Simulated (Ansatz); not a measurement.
A nudged elastic band was laid between two geometries of BClFH4N (8 atoms, charge 0, multiplicity 1).

All numbers below come from RHF/def2-SVP in Ansatz 0.2.0.

```
movable images  : 7
climbing image  : yes
spring          : 5.0 eV/Å²
optimiser       : quadratic models (default)
start path      : through a guess of the saddle point
force threshold : 0.05 eV/Å
iteration limit : 60
end points      : relaxed
```

Image 0:

```xyz
8
Properties=species:S:1:pos:R:3
B 0.015 -0.191 0.244
Cl 0.216 0.809 1.808
H 0.938 -0.058 -0.521
F -1.230 -0.081 -0.303
N 0.067 -1.754 0.777
H -0.067 -2.394 0.009
H 0.949 -1.956 1.222
H -0.669 -1.903 1.453
```

Image 8:

```xyz
8
Properties=species:S:1:pos:R:3
B 0.072 -0.656 -0.581
Cl -0.244 0.129 3.455
H 0.990 0.078 -0.806
F -1.090 -0.442 -1.179
N 0.186 -1.725 0.315
H -0.544 -2.400 0.429
H 1.065 -2.001 0.702
H -0.216 -0.512 2.354
```

Problem. What changes between the two ends?

Solution. Bonds broken: B1–Cl2, N5–H8. Bonds formed: Cl2–H8. BClFH4N becomes BFH3N + ClH.

Problem. What energy profile does the band end with?

Solution. The run converged. The highest image is number 4 of 0 to 8, 134.8 kJ/mol above the first end and 97.9 kJ/mol above the last; the last end lies 36.8 kJ/mol above the first. A vibrational analysis at the climbing image gives one clearly imaginary mode, 791i cm⁻¹: a first-order saddle point. The orbitals stay closed-shell, which can raise the energy where a bond breaks towards radicals; this wasn't checked here.

| image | path coordinate (Å) | energy (kJ/mol) | B1–Cl2 (Å) | N5–H8 (Å) | Cl2–H8 (Å) |
| --- | --- | --- | --- | --- | --- |
| 0 | 0.00 | 0.0 | 1.87 | 1.01 | 2.87 |
| 1 | 0.63 | 2.9 | 1.87 | 1.01 | 2.70 |
| 2 | 1.27 | 6.9 | 1.87 | 1.01 | 2.58 |
| 3 | 1.90 | 74.1 | 2.20 | 1.02 | 1.99 |
| 4 | 2.53 | 134.8 | 2.81 | 1.17 | 1.68 |
| 5 | 3.00 | 70.1 | 3.02 | 1.73 | 1.32 |
| 6 | 3.48 | 42.1 | 3.42 | 2.15 | 1.28 |
| 7 | 3.95 | 37.2 | 3.84 | 2.39 | 1.28 |
| 8 | 4.42 | 36.8 | 4.12 | 2.41 | 1.28 |

Problem. What is the geometry of the highest image?

Solution. 
```xyz
8
Properties=species:S:1:pos:R:3
B 0.052 -0.452 -0.173
Cl -0.279 0.316 2.514
H 1.032 0.157 -0.440
F -1.103 -0.221 -0.725
N 0.134 -1.699 0.661
H -0.616 -2.357 0.519
H 1.029 -2.161 0.677
H -0.029 -1.111 1.657
```

Problem. What are the harmonic wavenumbers there?

Solution. 791i, 136, 293, 384, 448, 535, 885, 979, 1052, 1151, 1203, 1481, 1559, 1654, 1778, 2876, 3720, 3822 cm⁻¹.

Time of the run: 2.6 min on 1 thread of Arm Neoverse V1 (shared host), peak memory 0.14 GiB.
